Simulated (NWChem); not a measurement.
Species: C₄H₇B; SMILES C=CBC=C

```xyz
12

B     -0.7721     0.0378     0.0421
H     -1.9050     0.4740     0.0873
C     -0.5571    -1.5019     0.0154
C      0.6534    -2.0862    -0.0316
H     -1.4295    -2.1675     0.0363
H      0.7839    -3.1744    -0.0496
H      1.5763    -1.4959    -0.0543
C      0.3789     1.0746     0.0151
C      0.1217     2.3949     0.0378
H      1.4340     0.7723    -0.0225
H      0.9108     3.1559     0.0199
H     -0.9091     2.7648     0.0756
```
Atoms are numbered in this order, from 1.

All runs: NWChem. Pople sets run with spherical d functions. Structure relaxed at the PBE0/def2-SVP level. Absolute isotropic GIAO shieldings of the H sites, static isolated molecule.

| row | σ, Hartree-Fock/6-31G* (ppm) | σ, BHandHLYP/pcSseg-1 (ppm) |
|---|---|---|
| H10 | 25.51 | 24.34 |
| H7 | 25.68 | 24.62 |
| H5 | 25.69 | 24.47 |
| H11 | 25.69 | 24.60 |
| H12 | 25.71 | 24.77 |
| H6 | 25.92 | withheld |
| H2 | 26.13 | 25.46 |

Fit a straight line of the last column on the one before it, predict the withheld value, and compare with the run.


1. Means of the 6 shown rows: x = 25.735, y = 24.710. Slope Σ(x − x̄)(y − ȳ)/Σ(x − x̄)² = 0.3987/0.2143 = 1.860; intercept -23.157.
2. The shown rows scatter about the line by 0.081 (root mean square); the largest residual is -0.16, at H5.
3. At x = 25.92 (H6; inside the shown range) the line gives 25.05.
4. The run gives 24.85, -0.20 from the line, 2.5 times the scatter.
